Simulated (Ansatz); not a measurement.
The cluster Ge2Te. Total charge 0; triplet. Geometry PBE0-D4/def2-TZVP; atoms count from 1.

```
atom    x (Å)    y (Å)    z (Å)
 Ge1   0.0421  -0.0421  -1.4401
 Ge2   0.8884   0.9601   0.6053
 Te3  -0.9305  -0.9180   0.8348
```

In the def2 sets Te takes a core potential; there is no spin–orbit coupling. At PBE0-D4/def2-TZVP a singlet of charge 0 lies 0.73 eV below the triplet, each at its own geometry. The structure comes from a short search, and lower isomers may exist.

**Question.** Estimate the Mulliken populations from the PBE0/def2-TZVP orbitals of Ansatz.

**Answer.** 
```
atom  charge (e)  spin (α − β)
 Ge1        0.11          0.81
 Ge2        0.11          0.81
 Te3       -0.22          0.37
```
Mulliken values and Mayer orders depend strongly on the basis.

**Question.** Where does the spin sit?

**Answer.** Summed by element: Ge 1.63, Te 0.37, of 2 unpaired in all. Largest on single atoms: Ge1 0.81, Ge2 0.81, Te3 0.37.

**Question.** And the Mayer bond orders between bonded heavy atoms (over 0.3)?

**Answer.** Ge1–Ge2 1.25 (2.43 Å); Ge1–Te3 1.15 (2.62 Å); Ge2–Te3 1.15 (2.62 Å).
